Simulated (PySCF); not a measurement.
Delta-SCF ions had no search for a lower state. Excitations are Tamm–Dancoff values on a coarser integration grid. The basis has no diffuse functions, so Rydberg states are missing or too high.

Cartesian coordinates (Å):
SMILES: COC(OC)(OC)OC
```xyz
21

C     -0.3719    -0.9760     2.1182
O      0.1103     0.1140     1.3691
C      0.0000     0.0000     0.0000
O      0.4259     1.1857    -0.5588
C     -0.1977     2.3522    -0.0769
O     -1.3154    -0.2858    -0.2960
C     -1.6015    -0.5319    -1.6523
O      0.7792    -1.0139    -0.5143
C      2.1711    -0.8442    -0.3890
H     -1.4699    -1.0413     2.0718
H      0.0545    -1.9271     1.7587
H     -0.0573    -0.8089     3.1569
H      0.1037     2.5702     0.9593
H      0.1200     3.1737    -0.7325
H     -1.2959     2.2622    -0.1144
H     -1.1723    -1.4891    -1.9863
H     -2.6952    -0.5682    -1.7425
H     -1.2112     0.2743    -2.2952
H      2.6326    -1.7966    -0.6818
H      2.4526    -0.6094     0.6508
H      2.5385    -0.0398    -1.0447
```
Charge 0, multiplicity 1.

Question: Predict the S1 excitation (TDA), HOMO, LUMO, dipole moment and vertical ionisation energy (Delta-SCF) from PBE0-D4/def2-TZVP // PBE0-D4/def2-SVP (PySCF).

Answer: 
- S1 excitation (TDA) = 8.25 eV
- HOMO = -7.96 eV
- LUMO = 1.45 eV
- dipole moment = 0.00 D
- vertical ionisation energy (Delta-SCF) = 9.82 eV
